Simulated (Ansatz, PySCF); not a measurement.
Molecule: C$_{3}$H$_{6}$O (charge 0, singlet). 
Geometry from a B3LYP-D3(BJ)/def2-TZVP (Ansatz, a quantum-chemistry and plane-wave program) optimisation:
```
C
C 1 1.3271
H 2 1.0825 1 121.90
H 2 1.0847 3 116.79 1 179.46
H 1 1.0863 2 120.26 3 -1.03
C 1 1.4963 5 115.57 2 178.75
H 6 1.0922 1 110.53 5 60.03
H 6 1.0967 7 107.77 1 -120.37
O 6 1.4280 7 105.02 8 -118.62
H 9 0.9640 6 107.86 7 -175.79
```

Dipole moments at this geometry, in debye (magnitudes).

```csv
level,program,dipole (D)
HF/def2-TZVPD,PySCF,…
r2SCAN/def2-TZVPD,PySCF,1.51
BHLYP/def2-TZVPD,Ansatz,1.68
HSE06/def2-TZVPD,Ansatz,1.57
LC-wPBE/def2-TZVPD,Ansatz,1.66
CCSD(T)/aug-cc-pVDZ,Ansatz,…
```

### Question
Some entries are withheld; supply them.

### Answer

- HF/def2-TZVPD, dipole (D): 1.74
- CCSD(T)/aug-cc-pVDZ, dipole (D): 1.62

Measured: 1.60 D (NIST CCCBDB, as tabulated in the package chemicals), a vibrational average, which may belong to another conformer or a mix. This is an older compilation, not checked against later work.
